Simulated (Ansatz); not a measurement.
`OC(O)(O)[SiH2]F` + `CC(N)=O` → `NC(=O)[SiH2]F` + `CC(O)(O)O`  (formal exchange of groups at the Si–C bond)

Program: Ansatz. Geometries: PBE0-D4/def2-TZVP. ΔE: electronic, gas phase. CCSD(T)/CBS is the MP2 limit (def2-TZVPP, def2-QZVPP) plus CCSD(T) − MP2 in def2-TZVPP, frozen cores. Each species was taken in one conformer, which may not be the lowest.

| level | ΔE (kJ/mol) |
| --- | --- |
| MP2/def2-TZVPP | -12.2 |
| SCS-MP2/def2-TZVPP | -12.3 |

(1) What does CCSD(T)/CBS give? (Best estimate.)

Largest T1 diagnostic among the species: 0.015.

Results:

(1) Ansatz gave: -10.8 kJ/mol. The listed levels differ from it by -1.4, -1.5 kJ/mol.

In def2-TZVPP, CCSD(T) changes the Hartree–Fock value by −4.5 kJ/mol (the triples alone add −1.1 kJ/mol) and MP2 by −5.1 kJ/mol.
